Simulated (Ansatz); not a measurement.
Program: Ansatz. Geometries: PBE0-D4/def2-TZVP. ΔE: electronic, gas phase. CCSD(T)/CBS adds triple-zeta CCSD(T) − MP2 to the extrapolated MP2 energy (def2 sets, frozen cores). This one scheme is used for every species. DFT in def2-TZVPP. HSE06 is defined as in plane-wave codes. One conformer a species, not always the lowest.

Reaction (hydrogenolysis of a B–S bond): `CB(N)S` + H₂ → `CBN` + H₂S

`CB(N)S`:

```xyz
10

C    -1.259   -0.455   -0.409
B     0.225   -0.049   -0.083
N     0.530    0.846    0.945
S     1.532   -0.806   -1.113
H    -1.514   -0.212   -1.444
H    -1.983    0.043    0.240
H    -1.401   -1.535   -0.303
H     1.459    1.135    1.193
H    -0.189    1.263    1.512
H     2.600   -0.229   -0.538
```

H₂:

Cartesian coordinates in Å:
```
H -0.156 -0.134 0.311
H 0.156 0.134 -0.311
```

`CBN`:

Cartesian coordinates in Å:
```
C 0.818 -0.698 0.477
B -0.099 0.543 0.197
N -1.054 0.541 -0.815
H 0.686 -1.043 1.509
H 1.874 -0.418 0.395
H 0.641 -1.547 -0.188
H -0.005 1.545 0.856
H -1.651 1.325 -1.010
H -1.211 -0.248 -1.421
```

H₂S:

Cartesian coordinates in Å:
```
S 0.601 -0.055 -0.138
H -0.164 -0.495 0.871
H -0.438 0.550 -0.733
```

Task: Is it downhill or uphill in electronic energy at CCSD(T)/CBS, and by how much? (Best estimate.)

Result: Computed: Uphill: ΔE = +43.1 kJ/mol.

Task: What do these levels give: HSE06-D4, revPBE, BLYP, r2SCAN0, HSE06, BHLYP, CAM-B3LYP, CCSD(T)/def2-SVP, CCSD/def2-TZVPP, HF/def2-QZVPP, HF/CBS(def2), MP2/CBS(def2)? (Best estimate.)

Result: The calculation gave: HSE06-D4 45.3, revPBE 38.7, BLYP 30.9, r2SCAN0 44.2, HSE06 40.0, BHLYP 28.6, CAM-B3LYP 30.7, CCSD(T)/def2-SVP 39.2, CCSD/def2-TZVPP 35.0, HF/def2-QZVPP 18.4, HF/CBS(def2) 18.3, MP2/CBS(def2) 52.2 kJ/mol.

Largest T1 diagnostic among the species: 0.011.

The D4 term adds +10.6 kJ/mol with B3LYP and +5.6 kJ/mol with PBE0; it sums over pairs of atoms, weighted by their polarisabilities, and B3LYP, whose exchange is more repulsive, gets the larger term. At CCSD(T), def2-SVP lies −3.9 kJ/mol from the extrapolated value and def2-TZVPP −2.5 kJ/mol.

B3LYP here is the variant with VWN-RPA as its local correlation; programs differ in this.
